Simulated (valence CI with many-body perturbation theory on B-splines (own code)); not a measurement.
# E1 transitions of Os⁷⁰⁺

Computed by relativistic CI+MBPT: four valence electrons over a frozen Dirac-Fock core [He], radial functions for each j: 11 s, 11 p, 9 d, 7 f, 5 g, 2 h, 1 i, with the one-electron correlation potential Σ1 (screened to all orders), the two-electron term Σ2, the three-electron term Σ3, Breit, model QED; selected single and double excitations, second order for the rest (own B-spline code, finite nucleus).

The last digits are not significant, and no measured levels were compared; by estimate large intervals hold to a few tenths of a per cent, small ones and those within an open d or f shell to about a per cent. Among the levels kept, up to 300 cm⁻¹ of a level comes from second order outside the variational space, and about a tenth of that is noise between levels of different J, which matters for small intervals.

Lines 151 to 200 of 249 in falling wavelength, among levels below 111620 × 10³ cm⁻¹, chosen from the strongest by gf and those to the six lowest levels. Wavelengths and rates use the calculated energies. Electric multipoles are in the length gauge, E1 and E2 with the static RPA response of the core. Weak lines are less certain than strong ones. Lines between different terms over intervals too small for the method are left out, as are lines whose strength nearly cancels. The highest levels of a list are the least certain.

Levels are named by their leading jj configuration (3d3/2^4 stands for four electrons in 3d with j = 3/2), which in mixed levels can hold well under half, so a name can repeat and another be missing. Letters in brackets count levels of one name in rising energy.

| λ vac (nm) | Upper | Lower | A (s⁻¹) | S (a.u.) |
| --- | --- | --- | --- | --- |
| 0.1206 | (2s^2 2p3/2 3d5/2) J=2 | (2s^2 2p3/2^2) J=2 | 1.19e+15 | 5.14e-03 |
| 0.1204 | (2s 2p1/2 2p3/2 3d5/2) J=3 [b] | (2s 2p1/2 2p3/2^2) J=2 [a] | 2.00e+14 | 1.21e-03 |
| 0.1204 | (2s^2 2p3/2 3d5/2) J=3 | (2s^2 2p3/2^2) J=2 | 2.76e+15 | 1.67e-02 |
| 0.1203 | (2s 2p1/2 2p3/2 3p3/2) J=2 [a] | (2s^2 2p3/2^2) J=2 | 8.90e+13 | 3.83e-04 |
| 0.1202 | (2s^2 2p3/2 3d5/2) J=1 | (2s^2 2p3/2^2) J=2 | 1.53e+14 | 3.94e-04 |
| 0.1200 | (2s 2p1/2 2p3/2 3p3/2) J=2 [b] | (2s^2 2p3/2^2) J=2 | 8.87e+12 | 3.79e-05 |
| 0.1199 | (2s 2p1/2 2p3/2 3p3/2) J=3 [b] | (2s^2 2p3/2^2) J=2 | 6.24e+13 | 3.71e-04 |
| 0.1198 | (2s 2p1/2^2 3p3/2) J=2 | (2s^2 2p1/2 2p3/2) J=2 | 3.44e+12 | 1.46e-05 |
| 0.1196 | (2s 2p1/2^2 3p3/2) J=2 | (2s^2 2p1/2 2p3/2) J=1 | 3.91e+13 | 1.65e-04 |
| 0.1192 | (2s 2p1/2 2p3/2 3p3/2) J=3 [c] | (2s^2 2p3/2^2) J=2 | 1.97e+13 | 1.15e-04 |
| 0.1190 | (2s 2p1/2 2p3/2 3p3/2) J=2 [d] | (2s^2 2p3/2^2) J=2 | 5.33e+12 | 2.22e-05 |
| 0.1127 | (2s 2p1/2 2p3/2 3s) J=2 [b] | (2s 2p1/2^2 2p3/2) J=1 | 8.01e+12 | 2.83e-05 |
| 0.1124 | (2s 2p1/2 2p3/2 3s) J=2 [a] | (2s 2p1/2^2 2p3/2) J=2 | 3.85e+13 | 1.35e-04 |
| 0.1121 | (2s 2p1/2 2p3/2 3s) J=1 [a] | (2s 2p1/2^2 2p3/2) J=2 | 4.87e+13 | 1.02e-04 |
| 0.1121 | (2s 2p1/2 2p3/2 3s) J=0 | (2s 2p1/2^2 2p3/2) J=1 | 6.22e+13 | 4.33e-05 |
| 0.1121 | (2s 2p1/2 2p3/2 3s) J=1 [b] | (2s 2p1/2^2 2p3/2) J=1 | 5.83e+13 | 1.22e-04 |
| 0.1120 | (2s 2p1/2 2p3/2 3s) J=3 | (2s 2p1/2^2 2p3/2) J=2 | 6.21e+13 | 3.02e-04 |
| 0.1120 | (2s 2p1/2 2p3/2 3s) J=1 [c] | (2s 2p1/2^2 2p3/2) J=1 | 7.36e+12 | 1.53e-05 |
| 0.1120 | (2s 2p1/2 2p3/2 3s) J=2 [c] | (2s 2p1/2^2 2p3/2) J=1 | 4.51e+13 | 1.56e-04 |
| 0.1118 | (2s^2 2p1/2 3s) J=1 | (2s^2 2p1/2^2) J=0 | 5.90e+13 | 1.22e-04 |
| 0.1118 | (2s 2p1/2 2p3/2 3s) J=2 [b] | (2s 2p1/2^2 2p3/2) J=2 | 2.43e+13 | 8.37e-05 |
| 0.1115 | (2s^2 2p3/2 3s) J=2 | (2s^2 2p1/2 2p3/2) J=2 | 3.81e+13 | 1.30e-04 |
| 0.1114 | (2s^2 2p3/2 3s) J=1 | (2s^2 2p1/2 2p3/2) J=2 | 6.01e+13 | 1.23e-04 |
| 0.1113 | (2s^2 2p3/2 3s) J=2 | (2s^2 2p1/2 2p3/2) J=1 | 3.14e+13 | 1.07e-04 |
| 0.1112 | (2s^2 2p3/2 3s) J=1 | (2s^2 2p1/2 2p3/2) J=1 | 1.46e+13 | 2.98e-05 |
| 0.1097 | (2s^2 2p3/2 3p3/2) J=1 | (2s 2p1/2^2 2p3/2) J=1 | 5.88e+12 | 1.15e-05 |
| 0.1094 | (2s^2 2p3/2 3p3/2) J=2 | (2s 2p1/2^2 2p3/2) J=1 | 3.80e+12 | 1.23e-05 |
| 0.1088 | (2s^2 2p3/2 3p3/2) J=3 | (2s 2p1/2^2 2p3/2) J=2 | 5.83e+12 | 2.60e-05 |
| 0.1086 | (2s 2p1/2 2p3/2 3p1/2) J=1 [a] | (2s^2 2p1/2 2p3/2) J=2 | 5.09e+13 | 9.64e-05 |
| 0.1085 | (2s^2 2p3/2 3p3/2) J=2 | (2s 2p1/2^2 2p3/2) J=2 | 3.10e+12 | 9.77e-06 |
| 0.1084 | (2s 2p1/2 2p3/2 3p1/2) J=1 [a] | (2s^2 2p1/2 2p3/2) J=1 | 1.51e+14 | 2.85e-04 |
| 0.1083 | (2s 2p1/2 2p3/2 3p1/2) J=2 [a] | (2s^2 2p1/2 2p3/2) J=1 | 3.86e+14 | 1.21e-03 |
| 0.1082 | (2p1/2^2 2p3/2 3p1/2) J=1 | (2s 2p1/2^2 2p3/2) J=1 | 1.64e+14 | 3.08e-04 |
| 0.1082 | (2p1/2^2 2p3/2 3p1/2) J=2 | (2s 2p1/2^2 2p3/2) J=1 | 4.67e+14 | 1.46e-03 |
| 0.1082 | (2s 2p1/2 2p3/2 3p1/2) J=3 | (2s^2 2p1/2 2p3/2) J=2 | 5.55e+14 | 2.43e-03 |
| 0.1080 | (2s 2p1/2^2 3p1/2) J=1 | (2s^2 2p1/2^2) J=0 | 6.04e+14 | 1.13e-03 |
| 0.1078 | (2s 2p1/2 2p3/2 3p1/2) J=2 [b] | (2s^2 2p1/2 2p3/2) J=2 | 3.07e+14 | 9.49e-04 |
| 0.1076 | (2s 2p1/2 2p3/2 3p1/2) J=2 [b] | (2s^2 2p1/2 2p3/2) J=1 | 4.78e+13 | 1.47e-04 |
| 0.1075 | (2s 2p1/2 2p3/2 3p1/2) J=1 [b] | (2s^2 2p1/2 2p3/2) J=2 | 1.53e+14 | 2.81e-04 |
| 0.1074 | (2s 2p1/2 2p3/2 3p1/2) J=2 [c] | (2s^2 2p1/2 2p3/2) J=2 | 2.40e+14 | 7.34e-04 |
| 0.1074 | (2p1/2^2 2p3/2 3p1/2) J=1 | (2s 2p1/2^2 2p3/2) J=2 | 8.47e+14 | 1.55e-03 |
| 0.1073 | (2p1/2^2 2p3/2 3p1/2) J=2 | (2s 2p1/2^2 2p3/2) J=2 | 5.31e+14 | 1.62e-03 |
| 0.1073 | (2s 2p1/2 2p3/2 3p1/2) J=0 | (2s^2 2p1/2 2p3/2) J=1 | 5.52e+14 | 3.37e-04 |
| 0.1073 | (2s 2p1/2 2p3/2 3p1/2) J=1 [b] | (2s^2 2p1/2 2p3/2) J=1 | 3.53e+14 | 6.45e-04 |
| 0.1073 | (2s 2p1/2 2p3/2 3p1/2) J=2 [c] | (2s^2 2p1/2 2p3/2) J=1 | 9.46e+13 | 2.88e-04 |
| 0.1070 | (2s 2p1/2 2p3/2 3p1/2) J=1 [c] | (2s^2 2p1/2 2p3/2) J=2 | 2.97e+14 | 5.39e-04 |
| 0.1069 | (2s 2p1/2 2p3/2 3d3/2) J=2 [a] | (2s 2p1/2^2 2p3/2) J=1 | 1.52e+13 | 4.58e-05 |
| 0.1069 | (2s 2p1/2 2p3/2 3d3/2) J=1 [a] | (2s 2p1/2^2 2p3/2) J=1 | 4.07e+12 | 7.36e-06 |
| 0.1068 | (2s 2p1/2 2p3/2 3p1/2) J=1 [c] | (2s^2 2p1/2 2p3/2) J=1 | 5.39e+13 | 9.72e-05 |
| 0.1061 | (2s 2p1/2 2p3/2 3d3/2) J=2 [a] | (2s 2p1/2^2 2p3/2) J=2 | 3.00e+14 | 8.85e-04 |
